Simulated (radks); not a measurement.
Values are calculated unless marked as measured or tabulated.
The nuclear charge of the caesium ion Cs2+ is varied continuously with 53 electrons held in [Kr] 4d10 5s2 5p5. Level of theory: Dirac Kohn-Sham, PBE, spin-unpolarised, spherical densities, finite nucleus; open shells fill j = l - 1/2 first; Fermi nuclear charge, rms radius 4.8041 fm (a radial shooting solver on a logarithmic mesh with Libxc functionals). By the Hellmann-Feynman theorem dE/dZ = E(electron-nucleus)/Z, the electronic potential at the nucleus (averaged over a nucleus of fixed radius).

Z     E (hartree)  E(electron-nucleus)/Z (hartree)   HOMO  e(HOMO) (eV)  <r> HOMO (bohr)
54    -7449.55826                         -335.091  5p3/2       -16.526            2.221
54.2   -7516.7498                         -336.825  5p3/2       -18.713            2.174
54.4   -7584.2884                         -338.560  5p3/2       -20.971            2.130
54.6   -7652.1741                         -340.297  5p3/2       -23.296            2.089
54.8   -7720.4072                         -342.035  5p3/2       -25.688            2.050
55     -7788.9881                         -343.774  5p3/2       -28.146            2.014
55.2   -7857.9169                         -345.515  5p3/2       -30.666            1.979
55.4   -7927.1940                         -347.257  5p3/2       -33.250            1.946
55.6   -7996.8197                         -349.001  5p3/2       -35.895            1.914
55.8   -8066.7943                         -350.746  5p3/2       -38.600            1.884
56     -8137.1182                         -352.493  5p3/2       -41.365            1.855

The central difference of E at Z = 55 is -343.774 hartree, to compare with the third column; the second derivative is -8.7 hartree.
